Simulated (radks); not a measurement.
Q: The mean radii <r> (bohr) of the occupied orbitals of an atom or ion are listed with their occupations. Calculated with a radial shooting solver on a logarithmic mesh with Libxc functionals: Dirac Kohn-Sham, LDA (Slater exchange, Perdew-Wang correlation), spin-unpolarised, spherical densities, finite nucleus; Fermi nuclear charge, rms radius of each element as measured or else 0.836 A^(1/3) + 0.57 fm.

orbital  occ.     <r>
1s1/2       2  0.1577
2s1/2       2  0.7098

Name the element and its charge. Open shells, if any, fill j = l - 1/2 first.

A: Z = 10, neon, charge +6: Ne6+ in [He] 2s2. The 1s radius gives Z: for a bare nucleus <r> = (2 gamma + 1)/(2Z) with gamma = sqrt(1 - (Z/c)^2), 0.1497 bohr for Z = 10, and screening makes it slightly larger (0.1577 here). The occupations add up to 4, and the charge is Z minus that.
